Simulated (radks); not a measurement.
Results of a calculation; reference values are marked as such.
Species: Dy5+. Configuration: [Kr] 4d9 4f8 5s2 5p6 (not the ground configuration). Level of theory: scalar-relativistic Kohn-Sham, LDA (Slater exchange, Perdew-Wang correlation), spin-polarised, spherical densities, finite nucleus; open shells are filled with parallel spins first (spin-orbit coupling, left out, can overturn this in heavy ions); Fermi nuclear charge, rms radius 5.2218 fm (a radial shooting solver on a logarithmic mesh with Libxc functionals).

Unscreened Slater integrals over Kohn-Sham orbitals (hartree). They are taken over the spin-up orbitals.

integral,value
"F0(4f,4f)",1.2840
"F2(4f,4f)",0.62409
"F4(4f,4f)",0.39439
"F6(4f,4f)",0.28455
"F0(4f,5p)",0.79622
"F2(4f,5p)",0.27081
"G2(4f,5p)",0.12255
"G4(4f,5p)",0.099458
"F0(4f,5s)",0.87628
"G3(4f,5s)",0.14611
"F0(5p,5p)",0.65954
"F2(5p,5p)",0.35802
"F0(5p,5s)",0.69680
"G1(5p,5s)",0.47085
"F0(5s,5s)",0.74365

Derived for the open shells (J is the average intra-shell exchange parameter used in DFT+U). 4f: F4/F2 = 0.632, F6/F2 = 0.456, J = (286 F2 + 195 F4 + 250 F6)/6435 = 0.05074 hartree.
